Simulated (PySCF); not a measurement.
CH₃FSZn, SMILES [S]([Zn][F])C.

Geometry: B3LYP-D3(BJ)/def2-SVP. The structure was generated by enumeration; whether it is a known compound was not checked. The values are those of a single conformer.

Computed with PySCF with TDA-PBE/def2-SVPD.

Vertical excitations. Isolated molecule, no solvent. State labels are in the subgroup Cs.

```
state  symmetry  energy (eV)  λ (nm)      f                                                               main pairs
-----  --------  -----------  ------  -----  -----------------------------------------------------------------------
S1           A"         3.86     321  0.013                                                           HOMO→LUMO 99 %
S2           A"         4.57     271  0.001                                                         HOMO→LUMO+1 99 %
S3           A'         5.29     234  0.004                                       HOMO→LUMO+2 69 %, HOMO−1→LUMO 31 %
S4           A'         6.11     203  0.194  HOMO−1→LUMO 39 %, HOMO−1→LUMO+1 27 %, HOMO→LUMO+2 16 %, HOMO−2→LUMO 7 %
S5           A'         6.17     201  0.004                                     HOMO−2→LUMO 57 %, HOMO−1→LUMO+1 40 %
S6           A"         6.23     199  0.012                                                         HOMO−3→LUMO 99 %
S7           A'         6.31     196  0.096  HOMO−2→LUMO 36 %, HOMO−1→LUMO+1 31 %, HOMO−1→LUMO 17 %, HOMO→LUMO+2 8 %
S8           A"         6.35     195  0.005                                       HOMO→LUMO+3 67 %, HOMO→LUMO+4 31 %
S9           A"         6.49     191  0.025                                       HOMO→LUMO+4 68 %, HOMO→LUMO+3 29 %
S10          A"         6.87     180  0.000                                                       HOMO−3→LUMO+1 95 %
T1           A"         3.53     351      0                                                          HOMO→LUMO 100 %
T2           A"         4.31     288      0                                                         HOMO→LUMO+1 99 %
T3           A'         4.83     257      0                                       HOMO−1→LUMO 64 %, HOMO→LUMO+2 35 %
T4           A'         5.01     247      0                                       HOMO→LUMO+2 64 %, HOMO−1→LUMO 35 %
```
Triplets are in the Tamm–Dancoff approximation.
